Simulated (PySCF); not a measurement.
SMILES CC([SiH2][SiH2]C(=O)C)C, GFN2-xTB optimised geometry.

```
22

C      3.70     1.15    -3.03
C      2.88     0.73    -1.85
O      3.37     0.22    -0.86
Si     0.97     1.01    -1.88
Si     0.19    -0.09     0.00
C     -1.73    -0.09     0.00
C     -2.28     1.33     0.00
C     -2.29    -0.87    -1.18
H      3.52     2.21    -3.23
H      3.36     0.59    -3.91
H      4.76     0.97    -2.87
H      0.53     0.57    -3.21
H      0.82     2.48    -1.93
H      0.62     0.56     1.25
H      0.62    -1.49     0.06
H     -2.07    -0.58     0.92
H     -3.37     1.32     0.05
H     -1.99     1.86    -0.91
H     -1.91     1.89     0.85
H     -3.37    -0.90    -1.15
H     -1.99    -0.41    -2.12
H     -1.92    -1.89    -1.18
```

Density from PBE0/def2-SVP (PySCF 2.14.0) at that geometry.

Minimum of the electron density along straight lines between bonded atoms, close to the bond critical point (lines longer than 1.1 times the sum of covalent radii, or with two minima, are not listed):

```
bond     length / Å  ρ at the minimum / e bohr⁻³  ∇²ρ there / e bohr⁻⁵  position (fraction from the first atom)
-------  ----------  ---------------------------  --------------------  ---------------------------------------
C1–C2         1.503                        0.259                 -0.62                                     0.49
C2–O3         1.213                          ___                   ___                                     0.33
C2–Si4        1.924                        0.110                  0.29                                     0.62
Si5–C6        1.918                        0.111                  0.28                                     0.38
C6–C7         1.525                        0.241                 -0.54                                     0.50
C6–C8         1.525                        0.241                 -0.54                                     0.50
C1–H9         1.088                        0.274                 -1.00                                     0.63
C1–H10        1.088                        0.273                 -1.00                                     0.63
C1–H11        1.088                        0.276                 -1.03                                     0.64
Si4–H12       1.473                        0.114                  0.31                                     0.49
Si4–H13       1.473                        0.114                  0.32                                     0.49
Si5–H14       1.471                        0.115                  0.31                                     0.49
Si5–H15       1.470                        0.115                  0.31                                     0.49
C6–H16        1.095                        0.272                 -0.95                                     0.62
C7–H17        1.090                        0.275                 -1.00                                     0.62
C7–H18        1.090                        0.275                 -0.99                                     0.62
C7–H19        1.088                        0.276                 -1.01                                     0.62
C8–H20        1.090                        0.275                 -1.00                                     0.62
C8–H21        1.089                        0.275                 -1.00                                     0.62
C8–H22        1.088                        0.276                 -1.01                                     0.62
```

Task: Fill in the missing entries.

Result: 
- C2–O3, ρ at the minimum / e bohr⁻³: 0.404
- C2–O3, ∇²ρ there / e bohr⁻⁵: 0.43
